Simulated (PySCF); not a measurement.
PySCF input file for Sn(F)(Cl)(OH)2 (ClFH2O2Sn), SMILES [OH][Sn]([OH])([F])[Cl], PBE0-D3(BJ)/def2-SVP. Geometry optimised at PBE0-D3(BJ)/def2-SVP. The structure was generated by enumeration; whether it is a known compound was not checked. The def2 effective core potentials stand for the cores of Sn; spin–orbit coupling is left out. One conformer was computed; it need not be the lowest.

```python
import numpy as np
from pyscf import gto, scf, dft, df
from pyscf.hessian import thermo

mol = gto.M(
    atom='''
    O     0.41486018    1.96052437    0.41251299
    Sn   -0.13965048    0.11253437    0.12338189
    O    -1.98056309    0.09695330   -0.54409510
    F    -0.14782115   -0.87107257    1.77918187
    Cl    1.38745953   -0.94133290   -1.25456683
    H    -0.34655454    2.51941094    0.61815316
    H    -2.40172028   -0.76363824   -0.41959175
    ''',
    basis='def2-SVP',
    ecp={'Sn': 'def2-svp'},
    charge=0,
    spin=0,
    max_memory=1600,
    verbose=3,
)
mf = dft.RKS(mol, xc='pbe0').density_fit(auxbasis='def2-universal-jkfit')
mf.disp = 'd3bj'
mf.grids.level = 3
mf.conv_tol = 1e-11
mf.max_cycle = 100
mf.kernel()

# [left out here: the lines that compute and print the analytic Hessian (its translational invariance restored by hand, since the grid's response is missing), thermochemistry and intensities]
```

It prints:

```
converged SCF energy = -925.341520392071

WARN: DFTD3 does not support analytical Hessian, using finite difference


WARN: Mole.unit (angstrom) is changed to Bohr

Mode                                 0                   1                   2
Irrep
Freq [cm^-1]                       79.7343            103.5901            136.4716
Reduced mass [au]                   2.1290              1.3825              4.5611
Force const [Dyne/A]                0.0080              0.0087              0.0500
Char temp [K]                     114.7199            149.0431            196.3523
Normal mode                   x     y     z       x     y     z       x     y     z
       0   O                -0.10  0.02  0.06    0.02 -0.01  0.02   -0.01  0.00  0.07
       1  Sn                 0.00  0.00  0.01   -0.00  0.00  0.01    0.02  0.00  0.01
       2   O                 0.02  0.07 -0.04    0.02 -0.04 -0.06    0.06 -0.08 -0.09
       3   F                 0.08 -0.02 -0.01    0.02  0.06  0.04   -0.07  0.05  0.04
       4  Cl                -0.02 -0.04  0.00   -0.03 -0.00 -0.02   -0.05  0.00 -0.06
       5   H                -0.21  0.07 -0.46    0.11 -0.09  0.55   -0.08  0.05 -0.29
       6   H                 0.09 -0.02 -0.42    0.20 -0.20 -0.55   -0.04  0.02  0.30
Mode                                 3                   4                   5
Irrep
Freq [cm^-1]                      149.4154            175.0227            181.7885
Reduced mass [au]                   4.9683              8.9041              5.1528
Force const [Dyne/A]                0.0654              0.1607              0.1003
Char temp [K]                     214.9756            251.8187            261.5531
Normal mode                   x     y     z       x     y     z       x     y     z
       0   O                -0.04  0.03  0.09    0.08 -0.06  0.12   -0.11  0.00  0.06
       1  Sn                 0.01  0.04 -0.02   -0.03 -0.01 -0.02    0.02 -0.02 -0.02
       2   O                -0.01 -0.08  0.02   -0.03 -0.01 -0.02   -0.01  0.09  0.06
       3   F                 0.02 -0.04 -0.06    0.09  0.08  0.02   -0.04  0.09  0.05
       4  Cl                -0.02 -0.07  0.03    0.02  0.01  0.02    0.02 -0.01 -0.02
       5   H                -0.03 -0.04  0.32    0.09  0.05 -0.18   -0.15 -0.13  0.28
       6   H                 0.02 -0.06  0.24   -0.08  0.03  0.13   -0.09  0.13  0.10
Mode                                 6                   7                   8
Irrep
Freq [cm^-1]                      211.8547            399.2186            636.9719
Reduced mass [au]                   2.5144             35.0664             16.2351
Force const [Dyne/A]                0.0665              3.2928              3.8810
Char temp [K]                     304.8117            574.3867            916.4607
Normal mode                   x     y     z       x     y     z       x     y     z
       0   O                 0.04 -0.01  0.04   -0.00 -0.02  0.00   -0.04 -0.11 -0.02
       1  Sn                 0.01  0.01 -0.01    0.03 -0.02 -0.03   -0.01  0.00  0.02
       2   O                -0.04 -0.06  0.13    0.02  0.00  0.01    0.13 -0.00  0.05
       3   F                -0.09  0.02 -0.01   -0.00  0.01 -0.01   -0.00  0.07 -0.12
       4  Cl                 0.02 -0.00 -0.01   -0.10  0.07  0.09    0.00 -0.00 -0.00
       5   H                -0.00  0.07 -0.32   -0.02 -0.03 -0.04    0.02 -0.05  0.00
       6   H                 0.21 -0.25 -0.38    0.03 -0.01 -0.03    0.04  0.05  0.02
Mode                                 9                  10                  11
Irrep
Freq [cm^-1]                      658.1031            670.6131            867.1251
Reduced mass [au]                  17.9191             16.1418              1.0786
Force const [Dyne/A]                4.5725              4.2771              0.4778
Char temp [K]                     946.8638            964.8629           1247.6000
Normal mode                   x     y     z       x     y     z       x     y     z
       0   O                -0.00 -0.01 -0.00    0.06  0.19  0.03   -0.01 -0.00  0.00
       1  Sn                -0.02  0.01 -0.03   -0.02 -0.03  0.00    0.01  0.00 -0.00
       2   O                 0.15  0.00  0.06    0.08 -0.00  0.03    0.01 -0.06  0.02
       3   F                -0.00 -0.07  0.12    0.00  0.03 -0.06   -0.00 -0.00  0.00
       4  Cl                 0.00 -0.00 -0.00   -0.00  0.00  0.00   -0.00 -0.00  0.00
       5   H                 0.01  0.01 -0.02   -0.03  0.08  0.03    0.15  0.20  0.02
       6   H                 0.06  0.04  0.01    0.00  0.03 -0.01   -0.80  0.30 -0.36
Mode                                12                  13                  14
Irrep
Freq [cm^-1]                      889.2605           3868.8679           3875.6872
Reduced mass [au]                   1.0880              1.0669              1.0671
Force const [Dyne/A]                0.5069              9.4090              9.4442
Char temp [K]                    1279.4479           5566.4395           5576.2510
Normal mode                   x     y     z       x     y     z       x     y     z
       0   O                -0.06 -0.00  0.01    0.05 -0.04 -0.01    0.01 -0.01 -0.00
       1  Sn                 0.00 -0.01 -0.00    0.00  0.00  0.00   -0.00  0.00 -0.00
       2   O                -0.00  0.02 -0.00   -0.00 -0.01  0.00    0.03  0.05 -0.01
       3   F                -0.00  0.00  0.00    0.00  0.00 -0.00   -0.00  0.00 -0.00
       4  Cl                -0.00 -0.00 -0.00   -0.00  0.00  0.00   -0.00  0.00  0.00
       5   H                 0.53  0.75  0.07   -0.74  0.57  0.21   -0.10  0.08  0.03
       6   H                 0.21 -0.07  0.11    0.06  0.11 -0.01   -0.43 -0.85  0.12
temperature 298.1500 [K]
pressure 101325.00 [Pa]
Rotational constants [GHz] 2.82465 1.73995 1.69132
Symmetry number 1
Zero-point energy (ZPE) 0.02940 [Eh]   77181.413 [J/mol]
                           tot       elec      trans        rot        vib
Entropy [J/mol/K]       384.240      0.000    175.264    117.358     91.618
Cv [J/mol/K]            102.664      0.000     12.472     12.472     77.720
Cp [J/mol/K]            110.978      0.000     20.786     12.472     77.720
Internal energy [J/mol]                      3718.434   3718.434  91281.555
Internal energy [Eh]   -925.30392  -925.34152
Enthalpy [J/mol]                             6197.391   3718.434  91281.555
Enthalpy [Eh]          -925.30298
Gibbs free energy [J/mol]                  -46057.636 -31271.910  63965.709
Gibbs free energy [Eh] -925.34661
static polarisability / bohr^3: [[47.064 -3.448 -5.015]
 [-3.45  43.62   4.944]
 [-5.013  4.944 39.405]]
largest difference of analytic and finite-field dipole derivatives / e: 0.0007282718361425466
mode   freq/cm-1   IR/(km/mol)   Raman/(A^4/amu)   depolarisation
   1       79.73        73.646             2.011            0.749
   2      103.59         8.705             1.945            0.742
   3      136.47         4.031             1.162            0.746
   4      149.42        20.122             1.460            0.747
   5      175.02        36.834             1.250            0.742
   6      181.79        31.054             3.053            0.718
   7      211.85       133.600             0.725            0.740
   8      399.22        47.697            10.767            0.166
   9      636.97        39.149            22.241            0.014
  10      658.10        77.409             5.017            0.564
  11      670.61        78.481             6.158            0.612
  12      867.13        64.784             0.996            0.673
  13      889.26        79.224             1.043            0.722
  14     3868.87       121.781           100.753            0.337
  15     3875.69       103.993           112.904            0.206
max |gradient| / (hartree/bohr): 0.00018829347720416406
APT charges: [-0.7534  2.1125 -0.7781 -0.6472 -0.4917  0.2798  0.2782]
```

Self-consistency was reached.
